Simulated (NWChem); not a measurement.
System: CdNH2F; SMILES [NH2][Cd][F]

The following NWChem deck was run.

```
start job
memory heap 200 mb stack 900 mb global 1100 mb
geometry units angstroms noautoz
  Cd     0.493958    -0.268170     0.039979
  F     -0.009490    -2.130691     0.046925
  N      1.028943     1.656301     0.037786
  H      0.488919     2.189681    -0.643577
  H      2.005731     1.765753    -0.235839
end
basis spherical
  Cd library def2-svp
  F library def2-svp
  N library def2-svp
  H library def2-svp
end
ecp
  Cd library def2-ecp
end
dft
  xc xwpbe 1.00 cpbe96 1.0 hfexch 1.00
  cam 0.4 cam_alpha 0.0 cam_beta 1.0
  iterations 150
  vectors input atomic output neutral.movecs
end
task dft energy
charge 1
dft
  odft
  mult 2
  vectors input atomic output cation.movecs
end
task dft energy
```

Excerpt of the output:

```
             Northwest Computational Chemistry Package (NWChem) 7.3.0
             --------------------------------------------------------

 C1  symmetry detected

                             Geometry "geometry" -> ""
                             -------------------------

 Output coordinates in angstroms (scale by  1.889725989 to convert to a.u.)

  No.       Tag          Charge          X              Y              Z
 ---- ---------------- ---------- -------------- -------------- --------------
    1 Cd                  48.0000    -0.00221585    -0.02071194     0.01439204
    2 F                    9.0000     0.00521647    -1.94979616    -0.01834070
    3 N                    7.0000     0.00515397     1.97641182     0.04967310
    4 H                    1.0000    -0.80172081     2.35817243    -0.44387286
    5 H                    1.0000     0.82505541     2.34928335    -0.42959052

 Effective nuclear repulsion energy (a.u.)     245.6647041028

 Summary of "ao basis" -> "ao basis" (spherical)
 ------------------------------------------------------------------------------
       Tag                 Description            Shells   Functions and Types
 ---------------- ------------------------------  ------  ---------------------
 Cd                         def2-svp                11       31   5s3p2d1f
 F                          def2-svp                 6       14   3s2p1d
 N                          def2-svp                 6       14   3s2p1d
 H                          def2-svp                 3        5   2s1p

            General Information
            -------------------
          SCF calculation type: DFT
          Wavefunction type:  closed shell.
          No. of atoms     :     5
          No. of electrons :    38
           Alpha electrons :    19
            Beta electrons :    19
          Charge           :     0
          Spin multiplicity:     1
          Use of symmetry is: off; symmetry adaption is: off
          Maximum number of iterations: 150
          AO basis - number of functions:    69
                     number of shells:    29
          Convergence on energy requested:  1.00D-06
          Convergence on density requested:  1.00D-05
          Convergence on gradient requested:  5.00D-04

              XC Information
              --------------
                     Hartree-Fock (Exact) Exchange  1.000
                     LC-wPBE(h)Exchange Functional  1.000
            Perdew 1991 LDA Correlation Functional  1.000 local
           PerdewBurkeErnz. Correlation Functional  1.000 non-local

           Range-Separation Parameters
           ---------------------------
           Alpha           :  0.00
           Beta            :  1.00
           Gamma           :  0.40
           Short-Range HF  :     F

             Grid Information
             ----------------
          Grid used for XC integration:  medium
          Radial quadrature: Mura-Knowles
          Angular quadrature: Lebedev.
          Tag              B.-S. Rad. Rad. Pts. Rad. Cut. Ang. Pts.
          ---              ---------- --------- --------- ---------
          Cd                  1.55      123           9.0       590
          F                   0.50       49          11.0       434
          N                   0.65       49           8.0       434
          H                   0.35       45          10.0       434
          Grid pruning is: on
          Number of quadrature shells:   311
          Spatial weights used:  Erf1

      Superposition of Atomic Density Guess
      -------------------------------------

 Sum of atomic energies:        -346.50893700

      Non-variational initial energy
      ------------------------------

 Total energy =    -321.733914
 1-e energy   =    -736.101469
 2-e energy   =     301.365836
 HOMO         =      -0.341008
 LUMO         =      -0.081396

   convergence    iter        energy       DeltaE   RMS-Dens  Diis-err
 ---------------- ----- ----------------- --------- --------- ---------
 d= 0,ls=0.0,diis     1   -323.2329070338 -4.36D+02  1.74D-02  8.54D-01
 d= 0,ls=0.0,diis     2   -323.2453336895 -1.24D-02  6.78D-03  1.11D+00
 d= 0,ls=0.0,diis     3   -323.3328671862 -8.75D-02  1.66D-03  8.53D-03
 d= 0,ls=0.0,diis     4   -323.3338576383 -9.90D-04  6.09D-04  3.30D-03
 d= 0,ls=0.0,diis     5   -323.3342181987 -3.61D-04  2.33D-04  2.02D-04
  Resetting Diis
 d= 0,ls=0.0,diis     6   -323.3342586403 -4.04D-05  1.05D-04  1.24D-05
 d= 0,ls=0.0,diis     7   -323.3342637822 -5.14D-06  3.51D-05  2.04D-06
 d= 0,ls=0.0,diis     8   -323.3342645566 -7.74D-07  1.37D-05  7.17D-07
 d= 0,ls=0.0,diis     9   -323.3342647406 -1.84D-07  1.85D-05  1.45D-07
 d= 0,ls=0.0,diis    10   -323.3342648468 -1.06D-07  3.31D-06  4.84D-08

         Total DFT energy =     -323.334264846786
      One electron energy =     -737.866848017279
           Coulomb energy =      335.073921817517
    Exchange-Corr. energy =      -33.543057179822
 Nuclear repulsion energy =      113.001718532798

 Numeric. integr. density =       37.999991271405

                       DFT Final Molecular Orbital Analysis
                       ------------------------------------

 Vector   17  Occ=2.000000D+00  E=-4.425157D-01
              MO Center=  6.5D-03, -1.6D+00, -4.7D-02, r^2= 1.4D+00
   Bfn.  Coefficient  Atom+Function         Bfn.  Coefficient  Atom+Function
  ----- ------------  ---------------      ----- ------------  ---------------
    37      0.619808  2 F  pz                40     -0.448458  2 F  pz
    16     -0.191105  1 Cd d -1              50      0.120326  3 N  py
    14     -0.081335  1 Cd pz                53     -0.074597  3 N  py
     4      0.069798  1 Cd s                 11     -0.063281  1 Cd pz
    48      0.058686  3 N  s                  2     -0.056716  1 Cd s

[...]
```

Level: LC-wPBE (HJS exchange hole, range parameter 0.4 per bohr)/def2-SVP with def2 effective core potentials on Cd, vertical spin-unrestricted ions. Structure relaxed at the PBE0/def2-SVP level. def2 effective core potentials on Cd; no spin-orbit coupling.
